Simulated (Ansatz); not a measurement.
Task: Predict a relaxed structure of [closo-2-(SiH3)B5H4]2- (SiB₅H₇²⁻), charge -2, singlet, at PBE-D4/def2-SVPD (Ansatz).

Result: 
```
atom   x (Å)   y (Å)   z (Å)
  B1   0.071  -0.034   0.093
  B2  -1.634  -0.166  -0.488
  B3  -0.310  -0.241  -1.538
  B4  -1.154   0.974   0.668
  B5  -0.637   1.294  -0.910
 Si6   1.627  -0.811   1.011
  H7   3.014  -0.334   0.533
  H8   1.813  -2.342   0.925
  H9   1.835  -0.643   2.541
 H10  -2.690  -0.802  -0.532
 H11   0.094  -0.809  -2.544
 H12  -1.523   1.522   1.698
 H13  -0.504   2.393  -1.455
```
 This is one stationary point.

A multiply charged anion in the gas phase is held together partly by the finite basis. The highest occupied level of the charge -2 singlet lies above zero (up to 4.37 eV). The electron is either unbound and held by the finite basis, or the level is raised by self-interaction error. Another isomer (singlet) lies 0.08 eV lower at PBE0-D4/def2-TZVPD; other spin states weren't run for this one.
